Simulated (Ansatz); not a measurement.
A set of 12 reactions (bond dissociation), with CCSD(T)/CBS values in kJ/mol:

| reaction | ΔE |
| --- | --- |
| `C[N](C)[MgH]` → H• + `C[N](C)[Mg]`• | 313.2 |
| `COBO` → `[BH]OC`• + `[OH]`• | 647.8 |
| `[CH3][GeH2][Br]` → Br• + `[CH3][GeH2]`• | 393.0 |
| `CN(C)B(F)F` → `F[B]F`• + `C[N]C`• | 551.6 |
| `CCSSC` → `[CH3]`• + `[CH2]SSC`• | 383.6 |
| `OC[SiH2]O` → `[CH2][SiH2]O`• + `[OH]`• | 383.3 |
| `CO[Si](O)(Cl)Cl` → `[CH3]`• + `[O][Si](O)(Cl)Cl`• | 439.8 |
| `[CH3][GeH2][Br]` → `[CH3][GeH][Br]`• + H• | 376.9 |
| `FC(Cl)(Cl)Cl` → `F[C](Cl)Cl`• + Cl• | 324.9 |
| `C=C[Si](N)(N)F` → F• + `C=C[Si](N)N`• | 697.4 |
| `F[CH](F)[GaH2]` → `F[CH]F`• + `[GaH2]`• | 307.6 |
| `O[Si]([SiH3])([SiH3])Cl` → `O[Si]([SiH3])Cl`• + `[SiH3]`• | 322.1 |

Computed with Ansatz on PBE0-D4/def2-TZVP structures; ΔE is electronic, products minus reactants. CBS: MP2 limit from def2 TZ/QZ plus the TZ coupled-cluster correction, frozen cores. This one scheme is used for every species, atoms too. DFT in def2-TZVPP. B3LYP here is the variant with VWN-RPA as its local correlation; programs differ in this. No spin–orbit coupling; open shells (•) take unrestricted orbitals. Spin–orbit coupling would lower the free atoms: a little for Cl, F; clearly for Br. For Br, Ga, Ge, Mg outer-core shells are correlated without core-valence functions, so the limit isn't a true one: a few kJ/mol of doubt a bond, and 10 to 20 or more in all where bonds break to atoms. Scalar relativity is left out up to krypton. One conformer a species, not always the lowest.

**Question.** Give the mean, mean absolute and largest difference (level minus CCSD(T)/CBS, kJ/mol) for: PBE-D4, B3LYP-D4, ωB97X-V, ωB97M-V, B2PLYP, PBE, B3LYP, SCS-MP2/def2-TZVPP, CCSD/def2-TZVPP, CCSD(T)/def2-TZVPP, HF/def2-QZVPP, SCS-MP2/def2-QZVPP, HF/CBS(def2), CCSD/CBS(def2). (Estimate.)

**Answer.** The calculation gave: 
| level | mean | mean absolute | largest |
| --- | --- | --- | --- |
| PBE-D4 | -17.6 | 19.4 | -33.2 |
| B3LYP-D4 | -24.4 | 24.4 | -32.2 |
| ωB97X-V | -5.8 | 6.2 | -10.9 |
| ωB97M-V | -4.6 | 5.2 | -17.8 |
| B2PLYP | -20.5 | 20.5 | -28.6 |
| PBE | -22.8 | 23.9 | -37.7 |
| B3LYP | -32.7 | 32.7 | -42.0 |
| SCS-MP2/def2-TZVPP | -0.6 | 7.7 | -18.9 |
| CCSD/def2-TZVPP | -21.7 | 21.7 | -33.8 |
| CCSD(T)/def2-TZVPP | -13.3 | 13.3 | -18.4 |
| HF/def2-QZVPP | -134.0 | 134.0 | -177.8 |
| SCS-MP2/def2-QZVPP | 7.4 | 9.2 | 24.8 |
| HF/CBS(def2) | -134.0 | 134.0 | -177.8 |
| CCSD/CBS(def2) | -8.4 | 8.5 | -15.5 |

The largest T1 diagnostic in the set is 0.023, for `C=C[Si](N)N`• (customary mark 0.045).

CCSD(T)/CBS is a level of theory with its own doubt, and the functionals carry their triple-zeta basis error, so these figures describe this set and don't rank the functionals.
